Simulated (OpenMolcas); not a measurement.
A calculation on Ti III.

```
Program             : OpenMolcas
Method              : CASSCF
Basis               : ANO-RCC-VTZP [6s5p3d2f1g]
Scalar Hamiltonian  : DKH2, point nucleus
Active space        : 2 electrons in 5 orbitals (3d)
State averaging     : 2S+1 = 3 even, 10 roots; 2S+1 = 1 even, 15 roots
Spin-orbit coupling : RASSI with atomic mean-field integrals over the reference wave functions, term energies averaged over their components
```

(1) Which level of the active space comes out lowest?

(2) How high does 3d2 3F3 lie?

(3) How high does 3d2 1D2 lie?

(4) How high does 3d2 3P2 lie?

Measured values: Corliss and Sugar, J. Phys. Chem. Ref. Data 8, 1 (1979).

## Answers

(1) 3d2 3F2, with 100 % of that term; it is also the measured ground level.

(2) 0.0239 eV above the lowest level; measured 0.0229 eV above the ground level, so the calculation is off by +4 %.

(3) 1.4085 eV above the lowest level; measured 1.0506 eV above the ground level, so the calculation is off by +34 %.

(4) 1.7088 eV above the lowest level; measured 1.3293 eV above the ground level, so the calculation is off by +29 %.

Without dynamic correlation excited terms often stand tens of per cent too high (terms of higher spin than the ground term too low), and those without a measured partner can miss by more than the paired ones. Computed and measured levels are paired by configuration, term and J; levels that our copy of the source lacks, or whose pairing is in doubt (as where it misses far off the trend of its configuration), stay unpaired and out of the deviations. Levels of configurations outside the active space are missing.
